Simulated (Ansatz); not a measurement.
This singlet lies 1.49 eV below the relaxed triplet at the level frozen-core CCSD(T)/aug-cc-pVDZ // PBE0-D3(BJ)/def2-TZVPD (Ansatz, a first-principles code).

Species: CH2AlN2, SMILES `N#[C][Al-][NH2]` (lower singlet) (charge -1, multiplicity 1).

Problem. Give a relaxed geometry from Ansatz with PBE0-D3(BJ)/def2-TZVPD.

Solution. Several could match; the one computed here: the end point of this relaxation, one of several conformers (outside a Z-matrix the atoms follow the SMILES, hydrogens last).
Cartesian coordinates (Å) in one orientation:
```xyz
6

N      2.684    -0.337    -0.579
C      1.646     0.183    -0.571
Al    -0.110     1.334    -0.617
N     -1.172    -0.101    -0.189
H     -2.173    -0.027    -0.090
H     -0.876    -1.052    -0.020
```
